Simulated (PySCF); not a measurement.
C2H4N, SMILES [CH2]N=C, multiplicity 2. Geometry optimised at PBE0-D3(BJ)/def2-TZVP. The isomer is the one that the SMILES or the coordinates give; other isomers of the formula were not compared.

Computed equilibrium geometry at PBE0-D3(BJ)/def2-TZVP (PySCF confirms it by a frequency run) as bond lengths and angles, and its point group:
point group C2v.
Atoms: C1 N2 C3 H4 H5 H6 H7. Bond lengths (Å): C1–N2 1.313, C1–H4 1.095, C1–H5 1.084, N2–C3 1.313, C3–H6 1.084, C3–H7 1.095. Angles (°): N2–C1–H4 122.3, N2–C1–H5 118.9, H4–C1–H5 118.8, C1–N2–C3 119.3, N2–C3–H6 118.9, N2–C3–H7 122.3, H6–C3–H7 118.8.
Charge 0, spin multiplicity 2.
